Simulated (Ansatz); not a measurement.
Diatomic MgBe-, multiplicity 4 (an upper state: multiplicity 2 came lower at CCSD(T)/def2-TZVPP on PBE0 minima).

The constants come from a fifth-degree fit in 1/R (seven points, main isotopes). In def2 and cc sets the state is the lowest found near the PBE0 minimum, followed along R.

Codes used: Ansatz (Gaussian orbitals). 

Energies at PBE/def2-TZVPP:

```tsv
R (Å)	E (hartree)
2.159593	-214.55866993
2.217647	-214.56064230
2.271056	-214.56166938
2.331432	-214.56206355
2.391807	-214.56177669
2.461472	-214.56075463
2.542747	-214.55882361
```

Task: With a reduced mass of 6.5508 u, find the minimum, the force constant and the constants.

Result: A fifth-degree polynomial in 1/R puts the minimum at r_e = 2.3343 Å with force constant 80.5 N/m. Then ω_e = (1/2πc)√(k/μ) = 457 cm⁻¹ and B_e = h/(8π²cμr_e²) = 0.4723 cm⁻¹; the cubic and quartic terms give α_e = 0.0042 and ω_e x_e = 2.8 cm⁻¹.

Ansatz is a first-principles code.
